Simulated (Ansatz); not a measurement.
Ir₄: single points at one geometry.

```yaml
crystal:
  periodic: [false, false, false]
  atoms:
    - {symbol: Ir, position_ang: [-0.459951, -0.933722, 0.685577]}
    - {symbol: Ir, position_ang: [1.715647, -0.014436, 1.002933]}
    - {symbol: Ir, position_ang: [-1.377021, -0.260404, -1.409088]}
    - {symbol: Ir, position_ang: [0.121325, 1.208562, -0.279421]}
basis:
  gaussian: {orbitals: def2-TZVP, initial_orbitals: start.molden}
hamiltonian: {xc: {name: LC-wPBE, parameters: {omega: 0.3/bohr}}}
scf: {omitted_lower_state_checks: [starts]}
output: {orbitals: {seedname: orbitals}}
```

The file start.molden holds the orbitals of an earlier run on this structure, at another level or in another basis.

```sh
$ ansatz run in.yaml --threads 4 --pin off --events-out ev --progress --plain --max-ram 3916MiB
```

Shortened log:

```
Functional definition: LC-wPBE
1408 factors; their error is unknown
318 factors; integrals over basis functions are off by at most 7.0e-6 eV
mean field evaluation 1: about -11356.1678 eV, gradient 6.8e0 eV
mean field evaluation 2: about -11356.3158 eV, gradient 3.0e-1 eV
mean field evaluation 4: about -11356.3080 eV, gradient 3.9e-1 eV
mean field evaluation 8: about -11356.3080 eV, gradient 2.0e-5 eV
mean field evaluation 16: about -11356.3080 eV, gradient 6.6e-6 eV
mean field -11356.30800478 eV, -417.3366215936 hartree, gradient 6.6e-6 eV, S^2 0.000000; 0 other end points of the search recorded, 0 dependent functions left out
reference -11356.30800479 eV, -417.3366215940 hartree; 34, 34 occupied and 126, 126 virtual orbitals, 1408 factors
Total energy: -11356.30800479 eV, -417.3366215940 hartree
Checks for a lower state left out: starts
```

Run time 13 s (4 threads of Arm Neoverse V1 on a shared host).

The first input with `hamiltonian: {xc: {name: PBE-QIDH}}` and without the key `output` (abridged; 34 s):

```
Functional definition: PBE-QIDH
mean field evaluation 16: about -11313.1513 eV, gradient 1.2e-2 eV
mean field -11313.15129155 eV, -415.7506416351 hartree, gradient 3.7e-6 eV, S^2 0.000000; unrestricted orbitals would lower it
second order -67.25401798 eV of doubles, -0.00000000 eV of singles
Total energy: -11335.56930911 eV, -416.5744885850 hartree
Checks for a lower state left out: starts
```

First input, but with `hamiltonian: {xc: {name: LC-wPBE, parameters: {omega: 0.2/bohr}}}` (abridged; 12 s):

```
Functional definition: LC-wPBE
mean field -11359.83562020 eV, -417.4662590693 hartree, gradient 5.8e-6 eV, S^2 0.000000
Total energy: -11359.83562022 eV, -417.4662590700 hartree
Checks for a lower state left out: starts
```

As the first input, with `gaussian: {orbitals: def2-TZVPD, initial_orbitals: start.molden}`, `hamiltonian: {xc: r2scan, dispersion: d4}` (abridged; 8.5 s):

```
Functional definition: r2SCAN
mean field -11361.17988860 eV, -417.5156600216 hartree, gradient 2.7e-6 eV, S^2 0.000000
Total energy: -11361.22344788 eV, -417.5172607956 hartree
Checks for a lower state left out: starts
```

As the first input, with `hamiltonian: {xc: lda}` (abridged; 4.4 s):

```
Functional definition: SPW92
mean field evaluation 16: about -11341.9137 eV, gradient 9.1e-5 eV
mean field -11341.91368537 eV, -416.8076401120 hartree, gradient 2.9e-6 eV, S^2 0.000000
Total energy: -11341.91372027 eV, -416.8076413948 hartree
Checks for a lower state left out: starts
```

First input, but with `hamiltonian: {xc: pbe, dispersion: d4}`, `output: {forces: true, orbitals: {seedname: orbitals}}` (abridged; 9 s):

```
Functional definition: PBE
mean field evaluation 16: about -11362.3312 eV, gradient 1.6e-5 eV
mean field -11362.33117643 eV, -417.5579690691 hartree, gradient 1.5e-6 eV, S^2 0.000000
Total energy: -11362.59273046 eV, -417.5675810025 hartree
Atom 0 force    -0.025707    -0.205064     0.047325 eV/Å
Atom 1 force     0.029524     0.028684     0.075210 eV/Å
Atom 2 force    -0.083741     0.015320    -0.010180 eV/Å
Atom 3 force     0.079924     0.161060    -0.112354 eV/Å
Dipole moment:     0.140099    -0.113708    -0.168039 e Å
Checks for a lower state left out: starts
```

As the first input, with `gaussian: {orbitals: def2-SVP, initial_orbitals: start.molden}`, `hamiltonian: {xc: pbe0, dispersion: d4}` (abridged; 10 s):

```
Functional definition: PBE0
mean field evaluation 16: about -11352.0146 eV, gradient 1.4e-4 eV
mean field -11352.01464218 eV, -417.1788434281 hartree, gradient 4.7e-6 eV, S^2 0.000000
Total energy: -11352.23790838 eV, -417.1870483096 hartree
Checks for a lower state left out: starts
```

Geometry: r2SCAN-D4/def2-SVP.

In the def2 sets Ir takes a core potential; there is no spin–orbit coupling. Correlated methods freeze no core orbitals; core or outer-core shells of Ir are correlated, in sets that lack core-valence functions. The restricted singlet is unstable towards broken spin symmetry at other levels; at LC-ωPBE (ω = 0.30 bohr⁻¹)/def2-TZVP, LC-ωPBE (ω = 0.20 bohr⁻¹)/def2-TZVP, r2SCAN-D4/def2-TZVPD, LDA (SPW92)/def2-TZVP and others this wasn't settled. At PBE-QIDH/def2-TZVP, PBE-D4/def2-TZVP the restricted singlet (for correlated methods, its reference) is unstable: a solution with broken spin symmetry lies lower. At LDA (SPW92)/def2-TZVP, PBE-D4/def2-TZVP an occupied level of the charge 0 singlet lies above an empty one (by up to 0.26 eV), so this SCF solution is probably not the lowest. The geometry of the singlet was relaxed on an unsound state (restricted singlet, unstable towards broken spin symmetry at other levels and untested here). The order of the spin states hangs on the level: the quintet lies 0.87 eV below the singlet at PBE0-D4/def2-TZVP, but 0.88 eV above it at PBE-QIDH/def2-TZVP. The singlet is doubtful at PBE0-D4/def2-TZVP (restricted singlet, unstable towards broken spin symmetry at other levels and untested here). The quintet is doubtful at PBE0-D4/def2-TZVP (⟨S²⟩ 6.42, where a pure state has 6.00). The singlet is doubtful at PBE-QIDH/def2-TZVP (restricted singlet, unstable towards broken spin symmetry). The quintet is doubtful at PBE-QIDH/def2-TZVP (⟨S²⟩ 7.64, where a pure state has 6.00). The structure comes from a short search, and lower isomers may exist.
